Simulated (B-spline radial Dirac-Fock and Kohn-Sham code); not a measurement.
# Two-hole binding energies of W²⁰⁺

System: the W²⁰⁺ ion, configuration [Kr] 4d10 4f8.

Input file task.json (cfg lists n, l and occupation; rrms is the nuclear radius in fm):

```json
{"items": [{
  "Z": 74,
  "q": 20,
  "cfg": [[1, 0, 2], [2, 0, 2], [2, 1, 6], [3, 0, 2], [3, 1, 6], [3, 2, 10], [4, 0, 2], [4, 1, 6], [4, 2, 10], [4, 3, 8]],
  "A": 184,
  "rrms": 5.3658,
  "do": ["binding", "quiet", "double"]
}]}
```

Command: `python xray_run.py task.json out`

Model: multi-electron Dirac-Fock with separately optimised hole states, Breit and Lamb-shift corrections added in first order. Program: an atomic code on a B-spline grid. U is the two-hole binding energy less the two single-hole energies, the effective repulsion of the holes after relaxation. Each two-hole energy is an average over J within one jj subconfiguration.

```tsv
holes	E(a) (eV)	E(b) (eV)	E(ab) (eV)	U (eV)
1s⁻²	70080.7	70080.7	141579.0	1417.5
1s⁻¹ 2p1/2⁻¹	70080.7	12101.6	82618.4	436.1
1s⁻¹ 2p3/2⁻¹	70080.7	10764.2	81206.9	361.9
1s⁻¹ 3p3/2⁻¹	70080.7	2840.5	73050.1	128.9
1s⁻¹ 3d5/2⁻¹	70080.7	2365.7	72567.1	120.8
2s⁻¹ 2p1/2⁻¹	12665.1	12101.6	25002.3	235.6
2s⁻¹ 3p3/2⁻¹	12665.1	2840.5	15615.2	109.6
2p1/2⁻¹ 3s⁻¹	12101.6	3382.5	15597.2	113.1
2s⁻¹ 3d3/2⁻¹	12665.1	2428.1	15214.7	121.4
2p1/2⁻¹ 3d5/2⁻¹	12101.6	2365.7	14588.5	121.2
2p3/2⁻¹ 3s⁻¹	10764.2	3382.5	14257.8	111.1
2p3/2⁻¹ 3d5/2⁻¹	10764.2	2365.7	13247.1	117.2
3p1/2⁻²	3134.0	3134.0	6362.3	94.3
3p3/2⁻²	2840.5	2840.5	?	?
```

Q: Give the missing two-hole energy and U.

A: E(ab) = 5764.8 eV and U = 83.8 eV.

Values without a named source are computed, but for edge energies of neutral atoms, which are taken from tables.
